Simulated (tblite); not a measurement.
C8H13P.
SMILES with atom numbers: `[CH3:1]/[CH:2]=[CH:3]\[P:4]1[CH2:5][CH2:6][CH:7]=[C:8]1[CH3:9]` (hydrogens: H10, H11, H12 on C1; H13 on C2; H14 on C3; H15, H16 on C5; H17, H18 on C6; H19 on C7; H20, H21, H22 on C9)

Computed with GFN2-xTB (tblite), gas phase: L-BFGS steps from a force-field or distance-geometry start until the largest atomic force falls under 0.01 eV/Å.

Step 24: E = -713.6572 eV
```
atom  x, y, z in Å  |  force x, y, z in eV/Å
C1      3.1253    0.0194    0.7892    0.001   0.009  -0.003
C2      2.4093    0.5638   -0.4033    0.085  -0.062   0.007
C3      1.0936    0.7171   -0.4902    0.107  -0.004  -0.030
P4     -0.0400    0.2774    0.8790   -0.009   0.002  -0.011
C5     -0.2378   -1.5459    0.5075   -0.058  -0.051  -0.046
C6     -1.2138   -1.6873   -0.6663   -0.042   0.003   0.011
C7     -2.0681   -0.4542   -0.6826    0.041  -0.045   0.033
C8     -1.6203    0.5969   -0.0048   -0.062  -0.025   0.046
C9     -2.2928    1.9204    0.1388    0.006  -0.006  -0.026
H10     3.4918    0.8398    1.4102   -0.016  -0.021  -0.047
H11     3.9878   -0.5735    0.4851   -0.076  -0.022   0.027
H12     2.4528   -0.5894    1.3935    0.062   0.053   0.008
H13     3.0463    0.8334   -1.2401   -0.054   0.075   0.030
H14     0.6615    1.1578   -1.3799   -0.084  -0.008   0.011
H15     0.7268   -2.0196    0.3202   -0.036   0.012  -0.007
H16    -0.6733   -2.0001    1.4037    0.043   0.008  -0.020
H17    -0.6791   -1.7753   -1.6195    0.007   0.043   0.060
H18    -1.8185   -2.5905   -0.5535   -0.034   0.020  -0.020
H19    -2.9977   -0.4544   -1.2393    0.109  -0.007   0.000
H20    -3.2233    1.9511   -0.4259    0.008   0.007   0.017
H21    -2.5033    2.1167    1.1906   -0.017  -0.008  -0.021
H22    -1.6375    2.7160   -0.2144    0.020   0.026  -0.018
```

Step 25: E = -713.6599 eV
```
atom  x, y, z in Å  |  force x, y, z in eV/Å
C1      3.1244    0.0210    0.7872    0.016   0.006   0.022
C2      2.4050    0.5633   -0.4025    0.082  -0.078  -0.006
C3      1.0894    0.7159   -0.4833    0.095   0.000  -0.043
P4     -0.0430    0.2732    0.8840   -0.019   0.008   0.023
C5     -0.2371   -1.5494    0.5073   -0.050  -0.040  -0.014
C6     -1.2146   -1.6898   -0.6640   -0.049   0.028  -0.005
C7     -2.0639   -0.4542   -0.6871    0.018  -0.010   0.050
C8     -1.6210    0.5951   -0.0033   -0.056  -0.014   0.054
C9     -2.2903    1.9207    0.1395   -0.001  -0.004  -0.036
H10     3.4949    0.8430    1.4011    0.014   0.018  -0.018
H11     3.9826   -0.5765    0.4845   -0.036  -0.037   0.000
H12     2.4573   -0.5820    1.4007    0.010   0.029   0.017
H13     3.0390    0.8308   -1.2420   -0.054   0.083   0.026
H14     0.6531    1.1562   -1.3697   -0.091   0.010  -0.029
H15     0.7300   -2.0159    0.3145   -0.045   0.000   0.001
H16    -0.6661   -2.0054    1.4056    0.039  -0.011  -0.029
H17    -0.6791   -1.7780   -1.6148    0.029   0.018   0.009
H18    -1.8262   -2.5883   -0.5546   -0.021   0.001  -0.001
H19    -2.9864   -0.4524   -1.2552    0.093  -0.004   0.011
H20    -3.2204    1.9548   -0.4241   -0.016  -0.006  -0.009
H21    -2.5028    2.1220    1.1894   -0.003  -0.028   0.001
H22    -1.6350    2.7152   -0.2149    0.043   0.030  -0.024
```

Step 26: E = -713.6621 eV
```
atom  x, y, z in Å  |  force x, y, z in eV/Å
C1      3.1239    0.0230    0.7861    0.026  -0.002   0.034
C2      2.4008    0.5607   -0.4013    0.042  -0.060  -0.018
C3      1.0856    0.7157   -0.4761    0.040  -0.003  -0.040
P4     -0.0471    0.2696    0.8905   -0.009   0.000   0.034
C5     -0.2372   -1.5526    0.5066   -0.025  -0.013   0.015
C6     -1.2157   -1.6917   -0.6626   -0.034   0.030  -0.011
C7     -2.0590   -0.4538   -0.6917   -0.006   0.022   0.054
C8     -1.6228    0.5932   -0.0004   -0.027   0.002   0.049
C9     -2.2876    1.9213    0.1395   -0.007   0.004  -0.030
H10     3.4994    0.8470    1.3920    0.038   0.047   0.001
H11     3.9768   -0.5794    0.4830    0.008  -0.054  -0.014
H12     2.4617   -0.5738    1.4089   -0.034   0.010   0.027
H13     3.0288    0.8274   -1.2444   -0.025   0.087   0.012
H14     0.6421    1.1552   -1.3594   -0.070   0.011  -0.041
H15     0.7326   -2.0111    0.3089   -0.042  -0.012  -0.001
H16    -0.6582   -2.0131    1.4054    0.021  -0.027  -0.020
H17    -0.6786   -1.7828   -1.6111    0.036   0.002  -0.027
H18    -1.8333   -2.5857   -0.5535   -0.014  -0.013   0.006
H19    -2.9729   -0.4489   -1.2721    0.058  -0.001   0.010
H20    -3.2179    1.9586   -0.4226   -0.029  -0.014  -0.030
H21    -2.5011    2.1261    1.1885    0.006  -0.034   0.011
H22    -1.6309    2.7146   -0.2159    0.046   0.016  -0.023
```

Step 27: E = -713.6635 eV
```
atom  x, y, z in Å  |  force x, y, z in eV/Å
C1      3.1241    0.0245    0.7862    0.027  -0.009   0.027
C2      2.3976    0.5573   -0.4005   -0.005  -0.025  -0.021
C3      1.0827    0.7159   -0.4709   -0.019  -0.010  -0.026
P4     -0.0507    0.2670    0.8966    0.011  -0.008   0.025
C5     -0.2376   -1.5549    0.5061   -0.004   0.011   0.028
C6     -1.2169   -1.6927   -0.6621   -0.009   0.016  -0.009
C7     -2.0552   -0.4530   -0.6947   -0.018   0.033   0.045
C8     -1.6247    0.5918    0.0029    0.005   0.017   0.037
C9     -2.2856    1.9222    0.1391   -0.010   0.014  -0.016
H10     3.5042    0.8512    1.3851    0.049   0.050   0.005
H11     3.9725   -0.5823    0.4811    0.031  -0.059  -0.011
H12     2.4645   -0.5670    1.4159   -0.050   0.004   0.030
H13     3.0198    0.8254   -1.2465    0.006   0.083   0.000
H14     0.6321    1.1547   -1.3519   -0.036   0.001  -0.030
H15     0.7338   -2.0075    0.3047   -0.031  -0.019  -0.006
H16    -0.6516   -2.0205    1.4045   -0.001  -0.036  -0.004
H17    -0.6774   -1.7874   -1.6089    0.024  -0.002  -0.034
H18    -1.8386   -2.5838   -0.5519   -0.007  -0.014   0.004
H19    -2.9612   -0.4456   -1.2855    0.019   0.003   0.005
H20    -3.2164    1.9614   -0.4221   -0.025  -0.015  -0.038
H21    -2.4991    2.1284    1.1880    0.009  -0.029   0.007
H22    -1.6266    2.7143   -0.2170    0.033  -0.006  -0.018
```

Question: Estimate the geometry and energy of step 28. (The exact step hangs on the optimiser's Hessian estimate; all steps are aligned on step 27, rigid shifts and turns removed.)

Answer: E = -713.6645 eV, largest force 0.075 eV/Å
```
atom  x, y, z in Å  |  force x, y, z in eV/Å
C1      3.1248    0.0252    0.7867    0.018  -0.011   0.010
C2      2.3957    0.5546   -0.4004   -0.034   0.008  -0.015
C3      1.0809    0.7156   -0.4685   -0.052  -0.018  -0.010
P4     -0.0526    0.2652    0.9006    0.025  -0.011   0.010
C5     -0.2382   -1.5564    0.5063    0.006   0.020   0.024
C6     -1.2179   -1.6930   -0.6619    0.013   0.002  -0.002
C7     -2.0531   -0.4520   -0.6954   -0.016   0.026   0.028
C8     -1.6261    0.5913    0.0059    0.026   0.024   0.023
C9     -2.2847    1.9231    0.1384   -0.010   0.018  -0.002
H10     3.5081    0.8546    1.3806    0.049   0.032  -0.004
H11     3.9702   -0.5854    0.4799    0.028  -0.050   0.001
H12     2.4653   -0.5625    1.4207   -0.042   0.011   0.025
H13     3.0145    0.8263   -1.2474    0.024   0.071  -0.002
H14     0.6254    1.1545   -1.3480   -0.007  -0.012  -0.013
H15     0.7335   -2.0059    0.3020   -0.016  -0.022  -0.010
H16    -0.6472   -2.0258    1.4042   -0.020  -0.041   0.009
H17    -0.6762   -1.7899   -1.6078    0.005  -0.001  -0.024
H18    -1.8423   -2.5828   -0.5512    0.003  -0.004   0.001
H19    -2.9533   -0.4437   -1.2937   -0.013   0.011   0.000
H20    -3.2160    1.9628   -0.4225   -0.010  -0.013  -0.036
H21    -2.4979    2.1294    1.1877    0.008  -0.019  -0.001
H22    -1.6234    2.7140   -0.2180    0.015  -0.023  -0.011
```

The energy changes by -0.0010 eV. The first-order estimate −F·Δx gives -0.0014 eV and the mean of the old and new forces, exact on a quadratic surface, -0.0010 eV. The step makes an angle of 73° with the force vector and moves no atom by more than 0.012 Å.

The cost below is that of the whole relaxation. The run took 1.1 s of wall time on Arm Neoverse N1, one thread, shared host.
